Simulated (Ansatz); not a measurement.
V5O21H17⁺. Total charge 1; doublet. Geometry PBE-D4/def2-SVP, that of the neutral singlet; atoms count from 1.

```xyz
43

V    -2.090    1.752    1.974
V    -0.483   -1.840   -1.110
V    -4.270   -1.081   -0.548
V     2.900   -1.385   -1.360
V     1.532    2.178   -0.075
O     2.867    2.465   -1.274
O    -1.573    2.779    3.334
O     0.578    3.581    0.568
O     2.724    2.288    1.304
O    -2.020    2.697    0.496
O     2.916    0.005   -2.401
O    -1.064   -2.164    0.477
O     0.340    1.766   -1.208
O     1.203    0.436    0.572
O    -0.963   -0.314   -1.530
O    -1.049    0.359    1.875
O    -3.591    0.358   -1.252
O    -3.574    1.181    2.176
O     5.411   -3.068    0.140
O     3.967   -2.594   -1.986
O     3.462   -1.030    0.109
O    -1.293   -2.953   -2.175
O     1.240   -2.083   -1.237
O    -6.026   -0.951   -0.472
O    -3.796   -2.362   -1.374
O    -3.510   -1.277    1.068
H     3.698    2.652   -0.787
H    -2.218    2.991    4.036
H     0.962    3.940    1.394
H     2.795    1.760    2.119
H    -1.155    3.184    0.390
H     2.956    0.962   -2.100
H    -1.911   -1.767    0.879
H    -0.253    0.903   -1.391
H     2.001    0.034    0.984
H    -0.154    0.335    1.402
H    -2.644    0.293   -1.564
H     4.974   -3.802    0.613
H     4.645   -2.920   -1.291
H     4.950   -2.269    0.491
H    -2.289   -2.934   -2.083
H    -6.604   -1.660   -0.813
H    -3.592   -0.445    1.631
```

Single mean-field runs in def2-SVP are fitted with def2-universal-jkfit. In the doublet geometry the species has come apart into loosely held pieces.

**Question.** Estimate the Mulliken populations of the heavy atoms from the PBE0/def2-SVP orbitals of Ansatz.

**Answer.** 
```json
{"atom": "V1", "charge (e)": "1.07", "spin (α − β)": "-0.17", "d electrons": "3.12"}
{"atom": "V2", "charge (e)": "1.23", "spin (α − β)": "-0.19", "d electrons": "3.06"}
{"atom": "V3", "charge (e)": "1.11", "spin (α − β)": "-0.02", "d electrons": "3.10"}
{"atom": "V4", "charge (e)": "1.15", "spin (α − β)": "-0.03", "d electrons": "3.09"}
{"atom": "V5", "charge (e)": "0.99", "spin (α − β)": "-0.03", "d electrons": "3.09"}
{"atom": "O6", "charge (e)": "-0.41", "spin (α − β)": "0.00", "d electrons": "–"}
{"atom": "O7", "charge (e)": "-0.41", "spin (α − β)": "0.08", "d electrons": "–"}
{"atom": "O8", "charge (e)": "-0.42", "spin (α − β)": "0.00", "d electrons": "–"}
{"atom": "O9", "charge (e)": "-0.41", "spin (α − β)": "0.03", "d electrons": "–"}
{"atom": "O10", "charge (e)": "-0.38", "spin (α − β)": "0.08", "d electrons": "–"}
{"atom": "O11", "charge (e)": "-0.41", "spin (α − β)": "0.04", "d electrons": "–"}
{"atom": "O12", "charge (e)": "-0.36", "spin (α − β)": "0.23", "d electrons": "–"}
{"atom": "O13", "charge (e)": "-0.38", "spin (α − β)": "0.01", "d electrons": "–"}
{"atom": "O14", "charge (e)": "-0.47", "spin (α − β)": "0.07", "d electrons": "–"}
{"atom": "O15", "charge (e)": "-0.55", "spin (α − β)": "0.11", "d electrons": "–"}
{"atom": "O16", "charge (e)": "-0.40", "spin (α − β)": "0.30", "d electrons": "–"}
{"atom": "O17", "charge (e)": "-0.40", "spin (α − β)": "0.01", "d electrons": "–"}
{"atom": "O18", "charge (e)": "-0.40", "spin (α − β)": "0.12", "d electrons": "–"}
{"atom": "O19", "charge (e)": "-0.28", "spin (α − β)": "0.00", "d electrons": "–"}
{"atom": "O20", "charge (e)": "-0.39", "spin (α − β)": "0.01", "d electrons": "–"}
{"atom": "O21", "charge (e)": "-0.49", "spin (α − β)": "0.02", "d electrons": "–"}
{"atom": "O22", "charge (e)": "-0.32", "spin (α − β)": "0.24", "d electrons": "–"}
{"atom": "O23", "charge (e)": "-0.63", "spin (α − β)": "0.04", "d electrons": "–"}
{"atom": "O24", "charge (e)": "-0.40", "spin (α − β)": "0.02", "d electrons": "–"}
{"atom": "O25", "charge (e)": "-0.46", "spin (α − β)": "0.01", "d electrons": "–"}
{"atom": "O26", "charge (e)": "-0.49", "spin (α − β)": "0.06", "d electrons": "–"}
```
Mulliken values depend strongly on the basis.

**Question.** Where does the spin sit?

**Answer.** Summed by element: V -0.45, O 1.49, H -0.04, of 1 unpaired in all. Largest on single atoms: O16 0.30, O22 0.24, O12 0.23.

**Question.** And the Mayer bond orders between heavy atoms (over 0.3)?

**Answer.** V1–O7 1.15 (1.78 Å); V1–O10 1.24 (1.76 Å); V1–O16 1.03 (1.74 Å); V1–O18 1.93 (1.60 Å); V2–O12 1.17 (1.72 Å); V2–O15 1.59 (1.65 Å); V2–O22 1.18 (1.74 Å); V2–O23 1.14 (1.74 Å); V3–O17 1.24 (1.74 Å); V3–O24 1.20 (1.76 Å); V3–O25 1.97 (1.60 Å); V3–O26 0.98 (1.80 Å); V4–O11 1.24 (1.74 Å); V4–O20 1.35 (1.73 Å); V4–O21 1.92 (1.61 Å); V4–O23 0.75 (1.81 Å); V5–O6 1.08 (1.82 Å); V5–O8 1.07 (1.81 Å); V5–O9 1.13 (1.83 Å); V5–O13 1.45 (1.69 Å); V5–O14 0.87 (1.89 Å).
